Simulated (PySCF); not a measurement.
Computed shifts of a molecule C₄H₈O₂, PBE0/pcSseg-1 (PySCF), GIAO, gas phase, equivalent atoms averaged, in ppm (number of nuclei): ¹³C: 80.9 (1), 77.5 (1), 73.2 (1), 43.7 (1). ¹H: 5.33 (1), 5.25 (1), 5.04 (1), 4.48 (1), 4.35 (2), 2.81 (1), 0.05 (1). References: ¹⁷O against H2O (σ = 334.2 ppm); ¹³C against TMS (σ = 186.3 ppm); ¹H against TMS (σ = 31.56 ppm), references at their B3LYP-D3(BJ)/def2-TZVP geometries, non-relativistic. Coordinates come from a PBE-D3(BJ)/def2-SVP optimisation. The values are those of a single conformer.

Question: Which structure fits?
A) CC1OCCO1
B) C1COCOC1
C) CO/C=C/OC
D) OCC1COC1

Answer: D, OCC1COC1
